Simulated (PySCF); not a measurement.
Si(F)2(H)(nPr) (C3H8F2Si), SMILES F[SiH](CCC)F.

The structure is a stationary point at PBE-D3(BJ)/def2-SVP. Other conformers were not sampled.

Method: TDDFT-PBE/def2-SVPD (PySCF).

Vertical excitations. 

```json
[
 {"state": "S1", "energy (eV)": "7.03", "λ (nm)": "176", "f": "0.000", "main pairs": "HOMO→LUMO 99 %"},
 {"state": "S2", "energy (eV)": "7.43", "λ (nm)": "167", "f": "0.001", "main pairs": "HOMO→LUMO+1 99 %"},
 {"state": "S3", "energy (eV)": "7.60", "λ (nm)": "163", "f": "0.012", "main pairs": "HOMO→LUMO+2 98 %"},
 {"state": "S4", "energy (eV)": "7.93", "λ (nm)": "156", "f": "0.004", "main pairs": "HOMO−1→LUMO 99 %"},
 {"state": "S5", "energy (eV)": "8.02", "λ (nm)": "155", "f": "0.021", "main pairs": "HOMO→LUMO+3 96 %"},
 {"state": "S6", "energy (eV)": "8.24", "λ (nm)": "150", "f": "0.004", "main pairs": "HOMO−2→LUMO 99 %"},
 {"state": "S7", "energy (eV)": "8.34", "λ (nm)": "149", "f": "0.001", "main pairs": "HOMO−1→LUMO+1 98 %"},
 {"state": "S8", "energy (eV)": "8.50", "λ (nm)": "146", "f": "0.015", "main pairs": "HOMO−1→LUMO+2 80 %, HOMO→LUMO+4 12 %"},
 {"state": "S9", "energy (eV)": "8.53", "λ (nm)": "145", "f": "0.018", "main pairs": "HOMO→LUMO+4 81 %, HOMO−1→LUMO+2 14 %"},
 {"state": "S10", "energy (eV)": "8.62", "λ (nm)": "144", "f": "0.002", "main pairs": "HOMO−3→LUMO 89 %"},
 {"state": "T1", "energy (eV)": "6.75", "λ (nm)": "184", "f": "0", "main pairs": "HOMO→LUMO 99 %"},
 {"state": "T2", "energy (eV)": "7.21", "λ (nm)": "172", "f": "0", "main pairs": "HOMO→LUMO+1 91 %"},
 {"state": "T3", "energy (eV)": "7.35", "λ (nm)": "169", "f": "0", "main pairs": "HOMO→LUMO+2 90 %"},
 {"state": "T4", "energy (eV)": "7.76", "λ (nm)": "160", "f": "0", "main pairs": "HOMO→LUMO+3 64 %, HOMO−1→LUMO 31 %"}
]
```
Triplets are in the Tamm–Dancoff approximation, which puts them higher than full response would, so one can lie above its singlet here.
